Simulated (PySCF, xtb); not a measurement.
Al(H)(Et)(OMe) (C3H9AlO), SMILES [AlH]([O]C)[CH2]C.

GFN2-xTB run with xtb at its own geometry gives an orbital gap of 4.19 eV and a dipole moment of 1.10 D.

Coordinates come from a PBE0-D3(BJ)/def2-SVP optimisation. The structure was generated by enumeration; whether it is a known compound was not checked. Other conformers were not sampled.

Problem. What does PBE/def2-TZVP (PySCF) give? (An estimate is asked for; the answer gives what the named calculation found.)

Solution. gap 4.86 eV (levels -6.18 and -1.32 eV), dipole 0.05 D.
